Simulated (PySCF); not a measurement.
**Polarisability and C₆ of Ti (titanium, neutral)**

[Ar] 3d2 4s2, high-spin 3F determinant. All numbers are calculated (PySCF 2.14, the spin-free X2C one-electron Hamiltonian (Gaussian nucleus), in x2c-QZVPPall with one added diffuse shell each of s, p, d, f, g type (12s8p6d4f3g, 121 functions)). Coupled (time-dependent) response in atomic units; α is the mean over directions.

| method | mean α (bohr³) | C₆ (like pair) | S(−4) |
| --- | --- | --- | --- |
| PBEsol | 102.8 | 1184 | 5546 |

S(−4) is the Cauchy moment in α(ω) = α(0) + S(−4) ω² + …

Reference α: 87 ± 10 bohr³ (recommended; Schwerdtfeger and Nagle, table of static dipole polarizabilities (2023 update)). Published C₆: 1044 (Chu and Dalgarno (2004); Tang, Norbeck and Certain (1976)).

α(iu) at PBEsol:

```json
{"u (hartree)": "0", "α(iu) (bohr³)": "102.8"}
{"u (hartree)": "0.0500", "α(iu) (bohr³)": "90.95"}
{"u (hartree)": "0.100", "α(iu) (bohr³)": "68.81"}
{"u (hartree)": "0.200", "α(iu) (bohr³)": "36.79"}
{"u (hartree)": "0.300", "α(iu) (bohr³)": "21.97"}
{"u (hartree)": "0.500", "α(iu) (bohr³)": "10.77"}
{"u (hartree)": "0.750", "α(iu) (bohr³)": "6.132"}
{"u (hartree)": "1.00", "α(iu) (bohr³)": "4.150"}
{"u (hartree)": "1.50", "α(iu) (bohr³)": "2.386"}
{"u (hartree)": "2.00", "α(iu) (bohr³)": "1.583"}
{"u (hartree)": "3.00", "α(iu) (bohr³)": "0.8512"}
{"u (hartree)": "5.00", "α(iu) (bohr³)": "0.3646"}
```

A single London oscillator, α(iu) = α/(1 + u²/ω²), gives C₆ = (3/4) ω α². Matching the computed C₆ needs ω = 4 × 1184 / (3 × 102.8²) = 0.149 hartree.
